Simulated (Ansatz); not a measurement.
Gas-phase reaction in SMILES: NBN → N[B]N + H atom (the B-H bond at the site shown breaks; other sites are not compared here)
Structures are relaxed separately at B3LYP-D3(BJ)/def2-TZVP in Ansatz (a first-principles code), one conformer each, not searched for the lowest. Frequencies are from Ansatz.

Wanted: bond dissociation energy (enthalpy at 298 K, with B3LYP-D3(BJ) rigid-rotor harmonic-oscillator terms), in kJ/mol. Cores are frozen in the correlated levels unless marked. Open shells are spin-unrestricted. Spin-orbit coupling is left out. Non-relativistic. CBS marks a two-point X^-3 extrapolation of the correlation energy; Hartree-Fock from the larger set.

CCSD(T)/CBS(cc-pVTZ,cc-pVQZ) (Ansatz) gives 449.1 kJ/mol.

Task: Another calculation gave 442.6 kJ/mol. Which level was it?
(A) SVWN5/def2-TZVPD (Ansatz)
(B) BHLYP/def2-TZVPD (Ansatz)
(C) r2SCAN0/def2-TZVPD (Ansatz)

Result: B, BHLYP/def2-TZVPD (Ansatz). The others give 426.3 (r2SCAN0), 466.5 (SVWN5) kJ/mol.
